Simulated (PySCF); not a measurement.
**Dipole polarisabilities along the 4p block**

Calculated with PySCF 2.14 for the ground configurations, without spin-orbit coupling: coupled response for Hartree-Fock and DFT. Mean α in bohr³, C₆ of like pairs in atomic units.

| species | α UHF | α PBE | α PBE0 | α recommended (Schwerdtfeger and Nagle) | C₆ UHF | C₆ PBE | C₆ PBE0 |
| --- | --- | --- | --- | --- | --- | --- | --- |
| Ga [Ar] 3d10 4s2 4p1 (x2c-QZVPPall with one added diffuse shell each of s, p, d, f type, spin-free X2C) | 57.63 | 61.51 | 58.01 | 50 ± 3 | 509.6 | 521.0 | 494.0 |
| Ge [Ar] 3d10 4s2 4p2 (x2c-QZVPPall with one added diffuse shell each of s, p, d, f type, spin-free X2C) | 41.22 | 45.04 | 42.69 | 40 ± 1 | 363.8 | 394.7 | 372.5 |
| As [Ar] 3d10 4s2 4p3 (x2c-QZVPPall with one added diffuse shell each of s, p, d, f type, spin-free X2C) | 30.29 | 33.14 | 31.59 | 30 ± 1 | 258.4 | 284.3 | 269.2 |
| Se [Ar] 3d10 4s2 4p4 (x2c-QZVPPall with one added diffuse shell each of s, p, d, f type, spin-free X2C) | 25.12 | 27.65 | 26.39 | 28.9 ± 1 | 208.7 | 233.0 | 220.4 |
| Br [Ar] 3d10 4s2 4p5 (x2c-QZVPPall with one added diffuse shell each of s, p, d, f type, spin-free X2C) | 20.27 | 22.35 | 21.36 | 21 ± 1 | 162.2 | 181.9 | 172.4 |
| Kr [Kr] (x2c-QZVPPall with one added diffuse shell each of s, p, d, f type, spin-free X2C) | 16.38 | 17.93 | 17.23 | 16.78 ± 0.02 | 126.5 | 140.9 | 134.3 |

Hartree-Fock lacks correlation. All values carry a basis error.
